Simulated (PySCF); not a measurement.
A side-by-side comparison of computed properties.

First species: C4H4N2OS2.
Z-matrix (Å and degrees, GFN2-xTB geometry), rows numbered from 1:
```
C 
S   1  1.8154
C   2  1.7290  1   99.56
N   3  1.3452  2  121.29  1     0.16
N   4  1.2623  3  114.23  2   179.99
S   5  1.6371  4  114.82  3    -0.00
C   3  1.3996  2  125.83  1  -179.84
C   7  1.4416  3  128.65  2     0.02
O   8  1.2055  7  125.39  3  -179.85
H   1  1.0848  2  109.15  3    60.37
H   1  1.0851  2  106.32  3  -179.99
H   1  1.0848  2  109.16  3   -60.37
H   8  1.1081  7  112.31  3     0.14
```

Second species: C6H12OP2.
InChI=1S/C6H12OP2/c1-7-6-8-4-5-9(2)3/h8H,6H2,1-3H3

Levels: PBE0/pcSseg-1 for dipole moment, HOMO energy, LUMO energy and HOMO–LUMO gap; GFN2-xTB for rotational constant A and rotational constant C. Geometries: GFN2-xTB. All species are isolated and taken at one optimised geometry, non-relativistic unless stated; the electronic structure was computed with PySCF and density fitting.

Dipoles, sizes and rotational constants follow the conformer. The torsions of the flexible species, by atom-mapped SMILES:
- `[CH3:1][S:2][c:3]1[n:4][n:5][s:6][c:7]1[CH:8]=[O:9]`: C1–S2–C3–N4 0°, S6–C7–C8–O9 0°
- `[CH3:1][O:2][CH2:3][PH:4][C:5]#[C:6][P:7]([CH3:8])[CH3:9]`: C1–O2–C3–P4 175°, O2–C3–P4–C5 164°

(1) Which has the higher rotational constant A?

(2) Which of the two has the higher rotational constant C, and by how much?

(3) Which has the higher HOMO–LUMO gap?

(4) Which of the two has the higher HOMO energy, and by how much?

(5) Which of the two has the higher LUMO energy, and by how much?

(6) Which has the higher dipole moment?

Answers

(1) The second: 3.075 GHz against 1.926 GHz, a difference of 1.149 GHz.

(2) The first: 0.646 GHz against 0.342 GHz, a difference of 0.304 GHz.

(3) The second: 6.21 eV against 4.19 eV, a difference of 2.02 eV.

(4) The second: -6.51 eV against -7.13 eV, a difference of 0.62 eV.

(5) The second: -0.30 eV against -2.94 eV, a difference of 2.64 eV.

(6) The first: 2.94 D against 1.04 D, a difference of 1.90 D.

On the first: The dipole equals about 9.8 × 10⁻³⁰ C·m (1 D = 3.33564 × 10⁻³⁰ C·m).

On the second: The dipole matches unit charges of opposite sign 0.22 Å apart (1 e·Å = 4.8032 D).
